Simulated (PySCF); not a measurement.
cadmium atom (Cd), singlet (core potentials on Cd); PySCF with CASSCF(6,5)/def2-SVP.

Here is a job for PySCF.
```python
from pyscf import gto, scf, mcscf
import numpy

mol = gto.M(
    atom='''
Cd    0.000000    0.000000    0.000000
''',
    basis='def2-svp',
    ecp={'Cd': 'def2-svp'},
    charge=0,
    spin=0,
    verbose=4,
)

mf = scf.RHF(mol)
mf.kernel()
mc = mcscf.CASSCF(mf, 5, 6)
mc.fix_spin_(ss=0.0)
mc.kernel()
occ = numpy.linalg.eigvalsh(mc.fcisolver.make_rdm1(mc.ci, mc.ncas, mc.nelecas))[::-1]
ss = mc.fcisolver.spin_square(mc.ci, mc.ncas, mc.nelecas)[0]
print('natural occupations', occ.round(4), ' <S^2>', round(ss, 4))
```

Q: Write the output that PySCF gives for this input, abridged.

A: 
```
PySCF version 2.14.0

[INPUT] verbose = 4
[INPUT] num. atoms = 1
[INPUT] num. electrons = 20
[INPUT] charge = 0
[INPUT] spin (= nelec alpha-beta = 2S) = 0
[INPUT] symmetry False subgroup None
[INPUT] Mole.unit = angstrom
[INPUT] Symbol           X                Y                Z      unit          X                Y                Z       unit  Magmom
[...]
nuclear repulsion = 0
number of shells = 11
number of NR pGTOs = 57
number of NR cGTOs = 31
basis = def2-svp
ecp = {'Cd': 'def2-svp'}

******** <class 'pyscf.scf.hf.RHF'> ********
method = RHF
initial guess = minao
damping factor = 0
level_shift factor = 0
DIIS = <class 'pyscf.scf.diis.CDIIS'>
diis_start_cycle = 1
diis_space = 8
diis_damp = 0
SCF conv_tol = 1e-09
SCF conv_tol_grad = None
SCF max_cycles = 50
direct_scf = True
direct_scf_tol = 1e-13
Set gradient conv threshold to 3.16228e-05
Initial guess from minao.
init E= -152.216010506294
[...]
cycle= 1 E= -166.485395830395  delta_E= -14.3  |g|= 1.31  |ddm|= 2.86
[...]
cycle= 2 E= -166.762839319314  delta_E= -0.277  |g|= 0.697  |ddm|= 2.97
[...]
cycle= 3 E= -166.845770497073  delta_E= -0.0829  |g|= 0.0327  |ddm|= 0.618
[...]
cycle= 4 E= -166.846535333774  delta_E= -0.000765  |g|= 0.00882  |ddm|= 0.18
[...]
cycle= 5 E= -166.84660859575  delta_E= -7.33e-05  |g|= 0.000779  |ddm|= 0.0696
[...]
cycle= 6 E= -166.84660883795  delta_E= -2.42e-07  |g|= 2.69e-05  |ddm|= 0.00423
[...]
cycle= 7 E= -166.846608838075  delta_E= -1.24e-10  |g|= 7.33e-07  |ddm|= 3.85e-05
[...]
Extra cycle  E= -166.846608838075  delta_E= -1.42e-13  |g|= 3.42e-07  |ddm|= 8.95e-07
converged SCF energy = -166.846608838075

******** <class 'pyscf.mcscf.mc1step.CASSCF'> ********
CAS (3e+3e, 5o), ncore = 7, nvir = 19
max_cycle_macro = 50
max_cycle_micro = 4
conv_tol = 1e-07
conv_tol_grad = None
orbital rotation max_stepsize = 0.02
orbital rotation threshold for CI restart = 0.01
augmented hessian ah_max_cycle = 30
augmented hessian ah_conv_tol = 1e-12
augmented hessian ah_linear dependence = 1e-14
augmented hessian ah_level shift = 1e-08
augmented hessian ah_start_tol = 2.5
augmented hessian ah_start_cycle = 3
augmented hessian ah_grad_trust_region = 3
kf_trust_region = 3
kf_interval = 4
ci_response_space = 4
ci_grad_trust_region = 3
with_dep4 0
natorb = False
canonicalization = True
sorting_mo_energy = False
ao2mo_level = 2
internal_rotation = False
******** <class 'pyscf.fci.addons.SpinPenaltyFCISolver'> ********
max. cycles = 50
conv_tol = 1e-08
davidson only = True
[...]
CASCI E = -166.856269763864  S^2 = 0.0000000
[...]
macro iter  40 ( 21 JK    4 micro), CASSCF E = -166.870500030163  dE = -9.51241787e-05  S^2 = 0.0000000
               |grad[o]|=0.00278  |grad[c]|=0.008  |ddm|=0.000382  |maxRot[o]|=0.0609
macro iter  41 ( 17 JK    4 micro), CASSCF E = -166.870567489498  dE = -6.74593344e-05  S^2 = 0.0000000
               |grad[o]|=0.0028  |grad[c]|=0.0108  |ddm|=0.000741  |maxRot[o]|=0.0641
macro iter  42 (  7 JK    2 micro), CASSCF E = -166.870601865727  dE = -3.43762294e-05  S^2 = 0.0000000
               |grad[o]|=0.00287  |grad[c]|=0.0104  |ddm|=0.000579  |maxRot[o]|=0.0641
macro iter  43 (  7 JK    2 micro), CASSCF E = -166.870640466768  dE = -3.86010407e-05  S^2 = 0.0000000
               |grad[o]|=0.00272  |grad[c]|=0.011  |ddm|=0.000596  |maxRot[o]|=0.067
macro iter  44 (  7 JK    2 micro), CASSCF E = -166.870679332595  dE = -3.88658271e-05  S^2 = 0.0000000
               |grad[o]|=0.00254  |grad[c]|=0.0108  |ddm|=0.000589  |maxRot[o]|=0.0685
macro iter  45 (  7 JK    2 micro), CASSCF E = -166.870714237203  dE = -3.49046084e-05  S^2 = 0.0000000
               |grad[o]|=0.00235  |grad[c]|=0.0103  |ddm|=0.000566  |maxRot[o]|=0.0692
macro iter  46 (  7 JK    2 micro), CASSCF E = -166.870742586145  dE = -2.83489414e-05  S^2 = 0.0000000
               |grad[o]|=0.00216  |grad[c]|=0.00975  |ddm|=0.000535  |maxRot[o]|=0.0696
macro iter  47 (  7 JK    2 micro), CASSCF E = -166.870766172928  dE = -2.35867835e-05  S^2 = 0.0000000
               |grad[o]|=0.002  |grad[c]|=0.00923  |ddm|=0.000508  |maxRot[o]|=0.0697
macro iter  48 (  7 JK    2 micro), CASSCF E = -166.870785503013  dE = -1.93300849e-05  S^2 = 0.0000000
               |grad[o]|=0.00184  |grad[c]|=0.00882  |ddm|=0.000486  |maxRot[o]|=0.0698
macro iter  49 (  7 JK    2 micro), CASSCF E = -166.870801831280  dE = -1.63282666e-05  S^2 = 0.0000000
               |grad[o]|=0.00169  |grad[c]|=0.00847  |ddm|=0.000471  |maxRot[o]|=0.0699
macro iter  50 (  7 JK    2 micro), CASSCF E = -166.870816465272  dE = -1.46339925e-05  S^2 = 0.0000000
               |grad[o]|=0.00153  |grad[c]|=0.00812  |ddm|=0.000465  |maxRot[o]|=0.0699
1-step CASSCF not converged,  50 macro (894 JK 180 micro) steps
CASSCF canonicalization
Density matrix diagonal elements [1.99661815 1.99657144 1.92601002 0.03999509 0.0408053 ]
CASSCF energy = -166.870816465272
CASCI E = -166.870816465272  E(CI) = -11.1683823941831  S^2 = 0.0000000
natural occupations [1.9967 1.9966 1.9259 0.0408 0.04  ]  <S^2> 0.0
```

The run did not converge; its last values are not results.
